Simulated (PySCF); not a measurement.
CH₇F₂NSi₂, SMILES [SiH2](C(N)[SiH2]F)F.

Coordinates come from a r2SCAN-D4/def2-SVP optimisation. This is a generated structure with no PubChem entry under its InChIKey; it may be hypothetical. One conformer was computed; it need not be the lowest.

Two levels are set side by side: TDDFT-PBE/def2-SVPD (PySCF) and TDDFT-PBE0/def2-SVPD (PySCF). Vertical, same geometry. The lowest singlet is HOMO→LUMO 99 % with PBE and HOMO→LUMO 99 % with the other functional; states are paired by order. Differences are taken from unrounded values.

| quantity | TDDFT-PBE0 | TDDFT-PBE | TDDFT-PBE minus TDDFT-PBE0 |
|---|---|---|---|
| lowest singlet excitation (eV) | 5.60 | 4.67 | -0.93 |
| lowest triplet excitation (TDA) (eV) | 5.32 | 4.45 | -0.87 |
| first bright state (f over 0.05) (eV) | 7.20 | 6.22 | -0.97 |
| its oscillator strength | 0.08 | 0.06 | -0.02 |

A lower first singlet is the usual sign of a functional without exact exchange. Differences between two approximate levels are no errors against the true value.

Rough cost on one machine, each run with all the roots and properties that it gave: TDDFT-PBE0 against TDDFT-PBE about 4 times.
